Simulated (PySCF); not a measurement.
## How the method changes the constants of PbSe

State: ¹Σ⁺ (singlet), closed shell. Set-up: Pb def2-SVP with ECP60, Se def2-SVP; scalar-relativistic core potentials (PySCF 2.14). De refers to Pb + Se in their high-spin ground configurations, without counterpoise correction. A positive dipole means Pb(−)Se(+).

```csv
Level,Re (Å),ωe (cm⁻¹),De (eV),μ (D)
RHF,2.400,314,1.82,-4.52
RHF-MP2,2.440,287,3.95,n/a
RHF-SCS-MP2,2.441,287,3.77,n/a
RHF-CCSD,2.434,292,3.52,n/a
RHF-CCSD(T),2.458,274,3.82,n/a
PBE,2.455,275,4.64,-3.34
PBEsol,2.435,283,4.92,-3.24
r²SCAN,2.432,288,4.32,-3.63
M06-L,2.447,280,4.67,-3.74
PBE0,2.421,294,4.22,-3.71
M06,2.439,288,4.66,-3.74
ωB97X,2.395,312,4.25,-3.85
```

Question: Which functional lies closest to RHF-CCSD(T) in De, which farthest, and by how much do they differ from it?

Answer: Closest is PBE0 (-3.7 pm in Re, +7.3 % in ωe, +0.40 eV in De against RHF-CCSD(T) in the same basis), farthest PBEsol (-2.3 pm in Re, +3.3 % in ωe, +1.10 eV in De). CCSD(T) converges more slowly with the basis than the functionals do and binds too weakly in this one, so the order can change at the basis-set limit.

Question: What does a quarter of exact exchange do here, going from PBE to PBE0?

Answer: PBE0 less PBE: -3.4 pm in Re, +6.9 % in ωe, -0.42 eV in De. Exact exchange removes part of the self-interaction that spreads semilocal densities, and in most molecules shortens and stiffens the bond and lowers De; so it does here.

Question: What does the step from GGA to meta-GGA do here, going from PBE to r²SCAN?

Answer: r²SCAN less PBE: -2.3 pm in Re, +4.7 % in ωe, -0.32 eV in De. 

Correlated steps freeze 13 core orbitals. Correlated levels converge slowly with the basis: in double zeta they bind strong bonds too weakly, by up to about 1 eV, and carry superposition errors of some tenths. These are scalar-relativistic numbers at best; spin–orbit coupling would shift them, the dissociation energy most. Where the molecule has an RHF reference, its open-shell atoms are computed with UHF. The CCSD T1 diagnostic is raised, a sign that a single reference may not be enough here.

The whole job (state search and all levels along the bond) took about 3.7 min on 1 thread of Arm Neoverse V1 (shared host), peak memory 0.76 GiB.
